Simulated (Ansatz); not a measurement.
`[CH3][Al-]([Cl])([Cl])[SeH2+]`. Charge 0, multiplicity 1. Correlated methods include outer-core shells of Se, which these sets cover unevenly. Scalar relativity is left out up to krypton.

Cartesian coordinates in Å:
```
C -0.151 1.463 -0.194
Al 0.830 -0.030 0.563
Cl 2.671 -0.601 -0.328
Cl 0.664 -0.414 2.644
Se -0.491 -2.200 -0.192
H 0.336 2.405 0.076
H -0.184 1.417 -1.286
H -1.177 1.509 0.182
H -0.659 -1.831 -1.605
H -1.840 -1.718 0.139
```

Task: Give the diagnostics of a CCSD(T)/def2-TZVPP run (frozen core, Ansatz 0.2.0). (Best estimate.)

Result: Ansatz gave: T1 = 0.0084, largest single amplitude 0.017, largest double 0.045, (T) share of the correlation energy 3.8 %, 8 CCSD cycles. The RHF solution is stable towards an unrestricted one. T1 lies under the customary mark of 0.02 for closed shells.
